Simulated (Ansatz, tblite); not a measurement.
Isomers of Se₃⁺ (doublet), found by a short tight-binding search and relaxed with r2SCAN-D4/def2-TZVP in Ansatz.

The xTB rows come from tblite.

Run but left out: HF/def2-SVP, HF/def2-TZVP, BHLYP-D4/def2-TZVP, MP2/def2-SVP, CCSD/def2-SVP, CCSD(T)/def2-SVP (B: ⟨S²⟩ 1.26 to 1.60, where a pure state has 0.75).

B: At PBE0-D4/def2-TZVP the charge 1 doublet is spin-contaminated (final ⟨S²⟩ up to 1.03, 0.75 for a pure state).

Other spin states were run for one of them alone.

A:

Cartesian coordinates in Å:
```
Se -1.3244 -0.1540 0.3599
Se 0.8937 -0.5837 0.7238
Se 0.4307 0.7377 -1.0837
```

B:

```xyz
3

Se   -0.049   -0.599    0.247
Se   -1.027   -0.252   -1.675
Se    1.077    0.852    1.428
```

Q: Estimate which lies lowest at each level, and how far above it the others are (kcal/mol).

A: 
```
              level    A     B
           GFN1-xTB  0.0  16.9
           GFN2-xTB  0.0   4.1
   PBE-D4/def2-TZVP  0.0  13.5
r2SCAN-D4/def2-TZVP  0.0  14.0
  PBE0-D4/def2-TZVP  0.0  19.7
```
Point groups (tolerance 0.1 Å): A C2v, B C2v. Lower isomers may exist.
